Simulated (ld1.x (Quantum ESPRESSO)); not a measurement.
Transferability test, TM semilocal potential for Ta (Z = 73)

* Element: Ta (Z = 73)
* Generator: ld1.x (Quantum ESPRESSO) 7.5
* Type: norm-conserving Troullier–Martins (semilocal form)
* Functional: LDA (PZ)
* Relativity: scalar-relativistic
* Frozen core: [Xe] 4f14
* Valence charge: 5
* Reference configuration: 5d3 6s1.5 6p0.5
* Partial waves: 6p (bound): rc 3.65 bohr; 5d (bound): rc 2.25 bohr; 6s (bound): rc 2.05 bohr
* Local potential: the s channel
* Core correction: none

Energies are relative to the spin-unpolarised reference configuration 5d3 6s1.5 6p0.5; without spin polarisation the order of configurations can differ from experiment. Spin-polarised rows fill each open shell by Hund’s rule, majority spin first.

```json
{"valence configuration": "5d3 6s2 6p0", "charge": "0", "ΔE all-electron (eV)": "-2.097", "error AE − PS (meV)": "+2.4"}
{"valence configuration": "5d3 6s1 6p0", "charge": "+1", "ΔE all-electron (eV)": "6.605", "error AE − PS (meV)": "+4.7"}
{"valence configuration": "5d4 6s0 6p0", "charge": "+1", "ΔE all-electron (eV)": "8.069", "error AE − PS (meV)": "+36"}
{"valence configuration": "5d3 6s1 6p1", "charge": "0", "ΔE all-electron (eV)": "2.163", "error AE − PS (meV)": "+1.4"}
{"valence configuration": "5d2 6s2 6p1", "charge": "0", "ΔE all-electron (eV)": "0.993", "error AE − PS (meV)": "+43"}
{"valence configuration": "5d3 6s0 6p2", "charge": "0", "ΔE all-electron (eV)": "6.690", "error AE − PS (meV)": "+18"}
{"valence configuration": "5d3 6s1.5 6p0.5 (spin-polarised)", "charge": "0", "ΔE all-electron (eV)": "-1.554", "error AE − PS (meV)": "+1536"}
{"valence configuration": "5d3 6s2 6p0 (spin-polarised)", "charge": "0", "ΔE all-electron (eV)": "-3.144", "error AE − PS (meV)": "+1327"}
```

(1) What are ΔE and the potential's error for 5d3 6s0 6p0?

Levels in the configuration 5d2 6s2 6p1:

```tsv
level	all-electron (eV)	pseudo (eV)
5d	-6.387	-6.277
6s	-7.196	-7.215
6p	-2.451	-2.429
```

Answers

(1) ΔE = 21.914 eV all-electron; the error (AE − PS) is +69 meV.
